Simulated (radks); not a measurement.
Species: Ba2+. Configuration: [Xe]. Method: scalar-relativistic Kohn-Sham, PBE, spin-unpolarised, spherical densities, point nucleus; computed with a radial shooting solver on a logarithmic mesh with Libxc functionals.

Normalised radial functions P(r) = r R(r), r in bohr:

```
   r/bohr * 3d (the largest magnitude, 1.98, reaches the edge; | marks zero)
 0.002754 *
  0.00318 *
 0.003644 *
 0.004208 *
 0.004821 *
 0.005568 *
 0.006379 *
 0.007367 *
  0.00844 *
 0.009748 *
  0.01117 *
   0.0129 *
  0.01478 *
  0.01707 |*
  0.01955 |*
  0.02258 |*
  0.02587 | *
  0.02988 |  *
  0.03423 |   *
  0.03953 |    *
  0.04529 |      *
   0.0523 |         *
  0.05992 |            *
   0.0692 |                *
  0.07928 |                    *
  0.09156 |                          *
   0.1049 |                                *
   0.1211 |                                      *
   0.1388 |                                            *
   0.1603 |                                                 *
   0.1837 |                                                    *
   0.2121 |                                                      *
    0.243 |                                                     *
   0.2806 |                                                 *
   0.3215 |                                           *
   0.3713 |                                   *
   0.4254 |                           *
   0.4913 |                   *
   0.5629 |            *
     0.65 |       *
   0.7447 |   *
   0.8601 | *
   0.9854 |*
    1.138 *
    1.304 *
    1.506 *
    1.725 *
    1.992 *
    2.283 *
    2.636 *
     3.02 *
    3.488 *
    3.996 *
    4.615 *
    5.287 *
    6.106 *
```

3d: eigenvalue -777.46 eV, 0 radial nodes, <r> = 0.267 bohr, 90 % of the charge inside 0.417 bohr.
